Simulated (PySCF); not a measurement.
**Assignment exercise: C6H5ClOSi**

Geometry (Å), atoms numbered from 1 in this order:
```xyz
14

C     3.6449    0.3615   -0.0412
C     2.4533    0.2419   -0.1416
C     1.0599    0.1030   -0.1904
C     0.3647    0.0212   -1.3417
O    -0.9773   -0.1114   -1.3365
C    -1.5085   -0.1504   -0.0719
C    -2.8185   -0.2771    0.1112
Cl   -3.9638   -0.4010   -1.1690
Si   -0.1459   -0.0024    1.2515
H     4.6862    0.4657    0.0218
H     0.7790    0.0509   -2.3388
H    -3.2452   -0.3095    1.0979
H    -0.2850    1.2138    2.0516
H    -0.0447   -1.2067    2.0751
```

Calculated, not measured (PySCF): GFN2-xTB geometry, shielding tensors at PBE0/pcSseg-1 (GIAO). One conformer, no solvent, equivalent nuclei averaged, no relativistic terms.

Scale: 13C, 1H against TMS (reference shieldings calculated alike).

(1) Assign these signals to the numbered atoms. 13C{1H} NMR (computed): δ 174.7 (CH), 158.0 (C), 123.7 (CH), 93.4 (C), 90.1 (CH), 81.5 (C).

(2) Assign these signals to the numbered atoms. 1H NMR (400 MHz, computed): δ 7.48 (s, 1H), 5.84 (s, 1H), 5.03 (s, 2H), 2.80 (s, 1H).

## Answers

(1) 
174.7 → C4, alkene carbon bearing oxygen: an sp2 carbon further deshielded by the attached heteroatom
158.0 → C6, alkene carbon bearing oxygen
123.7 → C7, β carbon of an enol-ether or enamine type C=C
93.4 → C3, β carbon of an enol-ether or enamine type C=C: the O or N lone pair pushes π density onto this β carbon and shields it
90.1 → C1, terminal alkyne carbon: sp carbons lie upfield of alkene carbons because the cylindrical π system leaves one tensor component strongly shielded
81.5 → C2, alkyne carbon: the triple bond shields along its axis, which puts it between sp3 and sp2 carbons

(2) 
```tsv
δ (ppm)	atoms	environment	reason
7.48	H11	hydrogen on an alkene carbon bearing oxygen	a vinylic proton, deshielded by the sp2 carbon and the C=C anisotropy
5.84	H12	hydrogen on a β carbon of an enol-ether or enamine type C=C	attached to an sp2 carbon and in the plane of the double bond
5.03	H13/H14	hydrogen on a silicon bonded to 2 C, in a 5-membered ring	–
2.80	H10	hydrogen on a terminal alkyne carbon	it lies on the axis of the triple bond, in its shielding cone
```

Carbons that carry Cl, above all several Cl atoms, come out too deshielded, partly because spin–orbit coupling is missing. Shifts are as computed. Against solution values, carbons near 30 ppm lie about +3 ppm off and those near 130 ppm about +5 ppm; carbons on Cl a further +6 ppm. Of 1309 compounds with measured shifts, 239 miss one by over three times the rms of a fit or turn the order of signals round; such compounds aren't used in these exercises. No couplings were computed; multiplicities are counted from neighbouring protons, with m where these are inequivalent, close in shift, in a saturated or five-membered ring or joined by F or P, and br s for small geminal =CH2 splittings.
